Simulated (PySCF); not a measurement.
C9H7N, SMILES C=Cc1ccccc1C#N at its GFN2-xTB optimised geometry (Å):

```
17

C     -2.2703    -1.9074     0.0017
C     -0.9523    -1.7418     0.0014
C     -0.2407    -0.4698     0.0000
C     -0.8850     0.7671    -0.0009
C     -0.1689     1.9486    -0.0012
C      1.2188     1.9325    -0.0006
C      1.8876     0.7248     0.0000
C      1.1676    -0.4698     0.0000
C      1.8953    -1.6819    -0.0003
N      2.5154    -2.6470    -0.0022
H     -2.9673    -1.0869     0.0000
H     -2.7045    -2.8920     0.0014
H     -0.3131    -2.6163     0.0017
H     -1.9629     0.8049    -0.0013
H     -0.6945     2.8920    -0.0019
H      1.7740     2.8581    -0.0006
H      2.9673     0.6910     0.0004
```

Method: PBE0/def2-SVP (PySCF). Cells within 0.4 Å of a nucleus heavier than hydrogen are left out (blank, or x).

Map of the Laplacian of the electron density (e/bohr⁵), clipped to [-1.50, 1.50] on the plane z = 0.0 Å:

```
|777777777777777777777777777|
|777777777777777777777777777|
|777777777777777777777777777|
|777777777777777777777777777|
|777777777777777777777777777|
|777777777774677786677777777|
|777777777771378871377777777|
|7777777777865x66x2777777777|
|777777777787xx22xx887777777|
|7777777778862877x2787777777|
|777777776678488872777777777|
|7777777702xx78888xx51077777|
|77777777777x588872x55677777|
|777777777885277853788777777|
|777777777887xx38xx887777777|
|777777778885xx65x4787777777|
|777770278873588863487777777|
|7777762x55xx78887xx98777777|
|7777789xx3xx687779x27877777|
|7777774977841777784xx887777|
|7777770588870677787xx687777|
|777777377777777778830787777|
|777777777777777777888877777|
|777777777777777777777777777|
|777777777777777777777777777|
|777777777777777777777777777|
|777777777777777777777777777|
```
Scale: ten equal steps from -1.50 (start of '0') to 0.521 (end of '9'), in the order '0123456789'; x runs from -5.00 to 5.00, y from -5.00 (bottom) to 5.00 (top).
